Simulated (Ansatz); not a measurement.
Cl2O2W, singlet, at a GFN2-xTB geometry (such geometries of metal compounds can be far from the true shape) (core potentials on W); B3LYP/def2-SVP in Ansatz (an electronic-structure program).

The Ansatz input:
Ansatz 0.2 input:
```yaml
crystal:
  periodic: [false, false, false]
  atoms:
    - {symbol: W, position_ang: [0.22070827, -0.04383696, 0.07248437]}
    - {symbol: O, position_ang: [1.42106711, -0.59757683, -0.95677366]}
    - {symbol: O, position_ang: [0.71530292, 0.17325209, 1.65839413]}
    - {symbol: Cl, position_ang: [-0.53569036, 1.84374011, -0.68801677]}
    - {symbol: Cl, position_ang: [-1.43039034, -1.45323815, 0.04232223]}
basis:
  gaussian:
    orbitals: def2-SVP
hamiltonian:
  xc: b3lyp
accuracy: high
```

What the program printed (banner, timings and long lists left out):

```
Functional definition: B3LYP
1993 factors; integrals over basis functions are off by at most 9.2e-9 eV
mean field evaluation 1: about -30945.1822 eV, gradient 9.1e1 eV
mean field evaluation 2: about -30715.5113 eV, gradient 3.1e2 eV
mean field evaluation 4: about -30960.1767 eV, gradient 1.0e1 eV
mean field evaluation 8: about -30960.5360 eV, gradient 8.4e-1 eV
mean field evaluation 16: about -30960.5377 eV, gradient 8.3e-5 eV
mean field -30960.53767995 eV, -1137.7787739319 hartree, gradient 6.1e-8 eV, S^2 0.000000; 0 other end points of the search recorded, 0 dependent functions left out
reference -30960.53772018 eV, -1137.7787754104 hartree; 32, 32 occupied and 64, 64 virtual orbitals, 1993 factors
Total energy: -30960.53772018 eV, -1137.7787754104 hartree
```
